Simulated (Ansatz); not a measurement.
Total energies of `FC(F)(F)c1ccc(-c2ccc(-c3ccc(-c4ccc(-c5ccc(-c6ccc(C(F)(F)F)o6)o5)o4)o3)o2)o1` from Ansatz at PBE0-D4/def2-SVP, gas phase (1 Eh = 27.2114 eV = 2625.5 kJ/mol). The reference geometry is relaxed at r2SCAN-D4/def2-SVP.

| state | geometry | energy (Eh) |
| --- | --- | --- |
| charge 0 singlet | reference | -2044.71698 |
| charge 1 doublet | reference | -2044.48152 |
| charge -1 doublet | reference | -2044.76149 |
| free F atom (doublet) | – | -99.54906 |
| free C atom (triplet) | – | -37.76066 |
| free O atom (triplet) | – | -74.92490 |
| free H atom (doublet) | – | -0.50029 |

Single mean-field runs in def2-SVP are fitted with def2-universal-jkfit.

Q: Work out the vertical ionisation energy to the doublet.

A: E(charge 1 doublet) − E(charge 0 singlet) = -2044.48152 − (-2044.71698) = 0.23546 Eh = 6.41 eV. For comparison, −ε of the highest occupied level is 5.35 eV at this level, 1.06 eV less.

Q: Work out the vertical electron affinity, to the doublet.

A: E(charge 0 singlet) − E(charge -1 doublet) = -2044.71698 − (-2044.76149) = 0.04451 Eh = 1.21 eV. The basis lacks diffuse functions, which makes affinities too small.

Q: Give the fundamental gap IE − EA, the Mulliken electronegativity (IE + EA)/2 and the hardness (IE − EA)/2.

A: From the values in Eh: IE − EA = 0.23546 − 0.04451 = 0.19095 Eh = 5.20 eV; (IE + EA)/2 = 3.81 eV; (IE − EA)/2 = 2.60 eV. The HOMO–LUMO gap of the same run is 3.17 eV, 2.03 eV smaller than the fundamental gap.

Q: What is the binding energy per atom against free atoms?

A: Atoms: 6 × (-99.54906) + 26 × (-37.76066) + 6 × (-74.92490) + 12 × (-0.50029) = -2034.62440 Eh. Binding: -2034.62440 − (-2044.71698) = 10.09258 Eh = 274.63 eV, or 5.49 eV for each of 50 atoms (no zero-point energy, no counterpoise term).
